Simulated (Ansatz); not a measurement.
Basis-set series for `[S][Si](Cl)(Cl)Cl` radical. Total charge 0; spin multiplicity 2. The structure was optimised at the PBE0-D4/def2-TZVP level.

Cartesian coordinates in Å:
```
S -0.148 0.899 -1.881
Si -0.016 -0.024 -0.003
Cl 1.153 1.229 1.089
Cl -1.825 -0.240 0.890
Cl 0.836 -1.864 -0.096
```

```json
{"functional": "PBE0-D4", "basis": "def2-SVP", "functions": "90", "energy (Eh)": "-2067.07422", "HOMO (eV)": "-7.97", "LUMO (eV)": "-5.26"}
{"functional": "PBE0-D4", "basis": "def2-TZVPP", "functions": "210", "energy (Eh)": "-2067.79627", "HOMO (eV)": "-8.07", "LUMO (eV)": "-5.27"}
{"functional": "ωB97M-V", "basis": "def2-SVP", "functions": "90", "energy (Eh)": "-2067.68731", "HOMO (eV)": "-10.13", "LUMO (eV)": "-3.17"}
{"functional": "ωB97M-V", "basis": "def2-TZVPP", "functions": "210", "energy (Eh)": "-2068.40093", "HOMO (eV)": "-10.25", "LUMO (eV)": "-3.27"}
```

(1) Give the rows for def2-QZVPP. (Best estimate.)

Answers

(1) Ansatz gave: 
```json
{"functional": "PBE0-D4", "basis": "def2-QZVPP", "functions": "350", "energy (Eh)": "-2067.85814", "HOMO (eV)": "-8.10", "LUMO (eV)": "-5.29"}
{"functional": "ωB97M-V", "basis": "def2-QZVPP", "functions": "350", "energy (Eh)": "-2068.45944", "HOMO (eV)": "-10.30", "LUMO (eV)": "-3.32"}
```

HOMO and LUMO are taken over both spins.
